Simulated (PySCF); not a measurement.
How methods differ on the excitation energy of Au

Au [Xe] 4f14 5d10 6s1 (2S) → Au [Xe] 4f14 5d10 6p1 (2P), as a difference of total energies. Computed with PySCF 2.14 in ANO-RCC-VTZP, with the spin-free X2C one-electron Hamiltonian (Gaussian nucleus). Correlated levels: valence: [Xe] 4f14 frozen. The calculations carry no spin-orbit coupling.

| method | excitation energy (eV) |
| --- | --- |
| UHF | 4.751 |
| MP2 (valence) | 5.499 |
| SCS-MP2 (valence) | 5.457 |
| CCSD (valence) | 5.285 |
| CCSD(T) (valence) | 5.296 |

Errors of the correlated levels include the incompleteness of this basis and the frozen core.

The basis was made for the ground configuration and has no added diffuse functions, so the excitation energy can come out too high.

The coupled-cluster amplitudes are large for the upper state (T1 above 0.03 or a double amplitude above 0.15), so a single reference is strained.

Question: Which method comes closest to the reference value, and which is furthest?

Answer: The reference is 4.947 eV (measured; NIST levels, between the centres of gravity of the two terms). Closest: UHF (error -0.196 eV); furthest: MP2 (valence) (error 0.552 eV).
